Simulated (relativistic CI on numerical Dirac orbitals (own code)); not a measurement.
**Sensitivity of the levels of Er³⁰⁺ to α and to the nuclear radius**

Method of calculation: Dirac-Coulomb-Breit CI, separate exchange-only KLI orbitals for each configuration, derivatives by finite differences, unscaled Slater integrals, QED left out (own radial code, finite nucleus).

Configuration list (outside the closed core [Ar] 3d10): 4s2 4p6 4d2, 4s2 4p5 4d3, 4s2 4p6 4d 4f, 4s 4p6 4d2 4f, 4s2 4p6 4f 5s, 4s2 4p6 4f2, 4s 4p6 4f3, 4p6 4d4, 4p5 4d5. Double excitations out of closed p, d and f shells are left out; levels of such configurations are missing from the list, as are those of other unlisted configurations, and high levels can miss mixing partners.

With x = (α/α₀)² − 1 an excitation energy changes as ω = ω₀ + qx; K = 2q/ω₀ is the relative enhancement. Terms are leading LS components, so labels can repeat. The field-shift factor is F = δν/δ⟨r²⟩ for the transition from the lowest level.

Lowest level 4s2 4p6 4d2 3F_2.

```csv
Level,ω₀ (cm⁻¹),q (cm⁻¹),F (GHz/fm²)
4s2 4p6 4d2 3P_0,55699,6542,0.272
4s2 4p6 4d2 3F_3,84253,92130,1.83
4s2 4p6 4d2 3P_2,113033,90780,1.96
4s2 4p6 4d2 1G_4,120301,100400,2.14
4s2 4p6 4d2 3P_1,122197,92650,2.04
4s2 4p6 4d2 3F_4,195181,177500,3.69
4s2 4p6 4d2 3P_2,211444,185900,3.92
4s2 4p6 4d2 1S_0,277183,179300,3.75
4s2 4p5 4d3 5F°_2,1057314,50500,5.13
4s2 4p5 4d3 5D°_1,1064844,58500,5.36
4s2 4p5 4d3 5D°_0,1079682,61780,5.84
4s2 4p5 4d3 5F°_3,1091558,65690,5.17
4s2 4p5 4d3 5D°_3,1120542,116500,6.27
4s2 4p5 4d3 5S°_2,1129344,140200,6.46
4s2 4p5 4d3 5F°_4,1132113,141500,6.68
4s2 4p5 4d3 3F°_2,1146672,138700,7.05
4s2 4p5 4d3 5D°_1,1153244,141400,6.48
4s2 4p5 4d3 5G°_5,1156275,146000,6.65
4s2 4p5 4d3 3G°_3,1162591,137000,7.34
4s2 4p5 4d3 3F°_4,1162923,143600,6.98
4s2 4p5 4d3 3H°_6,1170002,136500,6.3
4s2 4p5 4d3 3P°_0,1175065,115600,6.97
4s2 4p5 4d3 3G°_4,1186522,146200,7.15
```

At this charge energies of transitions that change n are usually good to better than 1 %, and those within a shell (Δn = 0) to a few per cent. Terms inside the open d or f shell come out 10 to 20 % too wide with unscaled integrals.

**Question.** Which transition from the lowest level has the largest |K|?

**Answer.** 4s2 4p6 4d2 3F_3 at 84253 cm⁻¹, K = 2.19.
